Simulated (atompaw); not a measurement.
# An all-electron radial function and its pseudo partner (O (Z = 8))

Columns: radius, all-electron u(r) and pseudo u(r) of the 2p shell (level -9.20 eV) of oxygen in the configuration [He] 2s2 2p4; LDA (PW92), scalar-relativistic, PAW (atompaw) scheme, atompaw 4.2.0.5.

```csv
r (bohr),all-electron,pseudo
0.075,0.0641,0.0064
0.150,0.1952,0.0252
0.225,0.3402,0.0555
0.300,0.4747,0.0961
0.375,0.5887,0.1451
0.450,0.6795,0.2005
0.525,0.7476,0.2598
0.600,0.7952,0.3207
0.675,0.8253,0.3809
0.750,0.8406,0.4382
0.825,0.8442,0.4907
0.900,0.8384,0.5368
0.975,0.8253,0.5753
1.050,0.8068,0.6054
1.125,0.7843,0.6270
1.200,0.7590,0.6400
1.275,0.7317,0.6450
1.350,0.7033,0.6426
1.425,0.6742,0.6338
1.500,0.6449,0.6197
1.575,0.6157,0.6014
1.650,0.5870,0.5799
1.725,0.5588,0.5560
1.800,0.5314,0.5306
1.875,0.5048,0.5047
1.950,0.4791,0.4791
```

(1) How many radial nodes do the two functions have?

(2) Where does each function peak?

(3) Is the pseudo-wave norm-conserving?

Results:

(1) The all-electron 2p function has n − l − 1 = 0; the pseudo-wave has 0.

(2) Outermost all-electron maximum near 0.82 bohr, pseudo maximum near 1.27 bohr (to the table’s step).

(3) No, it belongs to a PAW set: the norm inside the radius is not constrained, and the difference is carried by the augmentation charge.
